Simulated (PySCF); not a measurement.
Gas-phase reaction: TiO₂ + 2 CH₂ + 2 HCO ⇌ Ti(OH)₄ + C₄H₂, at 1400 K and a standard pressure of 1 bar. Level: r2SCAN/def2-TZVP†.

Energies from PySCF, thermal terms from the rigid-rotor harmonic-oscillator model, ideal gas at 1 bar. † marks an energy on the PBE0/def2-TZVP geometry and frequencies. Open shells (unrestricted): CH₂ (multiplicity 3), HCO (multiplicity 2); the rest are closed-shell singlets. Ti(OH)₄: computed as isolated molecules; such fragments, hydroxides, amides, oligomers or adducts are transient or little studied in the gas. The harmonic model lacks anharmonicity and excited electronic states, which grow with temperature; levels with a mode under 35 cm⁻¹ are left out.

| species | E (Ha) | H(1400 K) − E (kJ/mol) | S°(1400 K) (J/mol/K) |
|---|---|---|---|
| TiO₂ | -999.93218 | 83.8 | 337.2 |
| CH₂ | -39.14553 | 101.3 | 257.1 |
| HCO | -113.84108 | 93.0 | 288.9 |
| Ti(OH)₄ | -1152.97208 | 345.6 | 617.3 |
| C₄H₂ | -153.44511 | 225.5 | 395.7 |
E: electronic energy; H − E holds the zero-point and thermal terms. 1 Ha = 2625.5 kJ/mol.

Work out ΔH°, ΔS°, ΔG° and log10 K from these numbers.

1. ΔE = 1×(-1152.97208) + 1×(-153.44511) − 1×(-999.93218) − 2×(-39.14553) − 2×(-113.84108) = -0.51179 Ha = -1343.7 kJ.
2. Δ(H − E) = 1×(345.6) + 1×(225.5) − 1×(83.8) − 2×(101.3) − 2×(93.0) = 98.7 kJ, so ΔH° = -1245.0 kJ.
3. ΔS° = 1×(617.3) + 1×(395.7) − 1×(337.2) − 2×(257.1) − 2×(288.9) = -416.2 J/K; the number of gas molecules changes by -3.
4. ΔG° = ΔH° − TΔS° = -1245.0 − 1400×(-416.2)/1000 = -662.3 kJ.
5. log10 K = −ΔG°/(RT ln 10) = 24.71, with RT ln 10 = 26.80 kJ/mol; at standard pressures the products are favoured.
6. A shift of 10 kJ in ΔE would move log10 K by 0.37 here.
For scale, ΔH°(298 K) is -1295 kJ at this level, -1375 kJ at ωB97M-V/def2-TZVP†, and runs from -1987 to -1045 kJ over the 19 levels computed.
